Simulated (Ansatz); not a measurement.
`Cl[SiH2][GeH2][Cl]` → `[GeH2]` + dichlorosilane at 298.15 K and 1 bar (germylene formation by 1,1-elimination).

Isolated molecules relaxed with PBE0-D4/def2-TZVP in Ansatz; ΔE leaves out vibrations. CBS: MP2 limit from def2 TZ/QZ plus the TZ coupled-cluster correction, frozen cores. For Ge outer-core shells are correlated without core-valence functions, which leaves a few kJ/mol of doubt a bond. Scalar relativity is left out up to krypton. Each species was taken in one conformer, which may not be the lowest.

```
             species  CCSD(T)/CBS energy (Eh)  H − E (kJ/mol)  S (J/(mol·K))
`Cl[SiH2][GeH2][Cl]`              -3287.23796           116.1          371.2
            `[GeH2]`              -2077.24753            38.7          220.4
        `Cl[SiH2]Cl`              -1209.93203            67.2          287.0
```

H − E and S are ideal-gas, rigid-rotor, harmonic terms from PBE0-D4/def2-TZVP, for one conformer and one mirror image of each species. 1 Eh = 2625.50 kJ/mol, R = 8.31446 J/(mol·K).

Q: By hand: ΔE, ΔH, ΔS and ΔG.

A: ΔE = (-2077.24753) + (-1209.93203) − (-3287.23796) = 0.05840 Eh = 153.3 kJ/mol. Δ(H − E) = 38.7 + 67.2 − 116.1 = -10.2, so ΔH = 143.1 kJ/mol. ΔS = 220.4 + 287.0 − 371.2 = 136.2 J/(mol·K). ΔG = 143.1 − 298.15 × (136.2)/1000 = 102.5 kJ/mol.

Q: By hand: the equilibrium constant, and the temperature at which ΔG would vanish if ΔH and ΔS stayed fixed.

A: log₁₀ K = −ΔG/(RT ln 10) = -18.0. ΔG = 0 at ΔH/ΔS = 1051 K.

The number of gas molecules changes by +1, which sets the sign of ΔS. A doubt of 5 kJ/mol in ΔE shifts log₁₀ K by 0.9 here. Other conformers and mirror images would add mixing entropy, several J/(mol·K) or more a flexible species. Modes under 60 cm⁻¹, often nearly free rotors, make the harmonic entropy too high. These are equilibria of isolated gas molecules and say nothing of rates. Largest T1 diagnostic: 0.012 (customary marks: 0.02 for closed shells, 0.045 for open ones).
